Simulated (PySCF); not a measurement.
H₃SbS: from structure and modes to constants

Computed with PBE0 in PySCF with Sb def2-TZVP with ECP28, S def2-TZVP, H def2-TZVP; scalar-relativistic core potentials, no spin–orbit coupling; density-fitted integrals.

The singlet minimum has C3v symmetry. Masses (u): Sb 120.90382, S 31.97207, H 1.00782.

```xyz
5
charge 0 multiplicity 1, angstrom
Sb    0.0000    0.3596    0.2547
S     0.0000   -1.4539   -1.0297
H     1.3033    0.5608    1.3193
H    -1.3033    0.5608    1.3193
H     0.0000    1.8655   -0.5230
```

Harmonic wavenumbers (cm⁻¹): 477.0 (a1, ×1), 485.9 (e, ×2), 806.6 (e, ×2), 808.7 (a1, ×1), 1998.0 (e, ×2), 2013.9 (a1, ×1).

**Question.** Find the principal moments of inertia and the rotational constants. What kind of rotor is it?

**Answer.** About the centre of mass I = 6.848, 132.88, 132.88 u Å². With B = 16.8576/I this gives 2.462, 0.1269, 0.1269 cm⁻¹. The molecule is a prolate symmetric top.

**Question.** What is the harmonic zero-point energy?

**Answer.** Half the sum of all 9 wavenumbers, 9881/2 = 4940 cm⁻¹, which is 59.1 kJ/mol (1 cm⁻¹ = 0.0119627 kJ/mol).

**Question.** Give the standard entropy (298.15 K, 1 bar) by its translational, rotational, vibrational and spin parts, and Cp.

**Answer.** Sackur–Tetrode with M = 155.90 u gives 171.8; rotation with symmetry number 3 gives 88.0; vibration 11.4; spin R ln 1 = 0.0. The total is 271.2 J/(mol K), and Cp = 4 R + 24.3 = 57.6 J/(mol K).

Other isomers or separated fragments may lie lower.
